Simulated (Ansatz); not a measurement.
`F[SiH2][AlH2]` and `F[SiH2][GaH2]` differ in one element.

Ansatz, PBE0-D4/def2-TZVP geometries, multiplicity 1. 

Scalar relativity is left out up to krypton.

| property | `F[SiH2][AlH2]` |
| --- | --- |
| LUMO energy (B3LYP/def2-TZVPP) / eV | -2.46 |
| size of the dipole moment (PBE/def2-TZVPP) / D | 1.21 |
| HOMO–LUMO gap (PBE/def2-TZVPP) / eV | 3.49 |
| LUMO energy (PBE/def2-TZVPP) / eV | -3.03 |
| LUMO energy (PBE0/def2-TZVPP) / eV | -2.27 |
| size of the dipole moment (B3LYP/def2-TZVPP) / D | 1.34 |

Q: What does the change do to each property? (Estimate.)

A: Computed: 
| property | `F[SiH2][GaH2]` | shift |
| --- | --- | --- |
| LUMO energy (B3LYP/def2-TZVPP) / eV | -2.57 | -0.11 |
| size of the dipole moment (PBE/def2-TZVPP) / D | 1.13 | -0.08 |
| HOMO–LUMO gap (PBE/def2-TZVPP) / eV | 3.46 | -0.03 |
| LUMO energy (PBE/def2-TZVPP) / eV | -3.10 | -0.07 |
| LUMO energy (PBE0/def2-TZVPP) / eV | -2.31 | -0.04 |
| size of the dipole moment (B3LYP/def2-TZVPP) / D | 1.22 | -0.12 |

Dipoles are sizes alone; their direction can turn.

B3LYP here is the variant with VWN-RPA as its local correlation; programs differ in this.
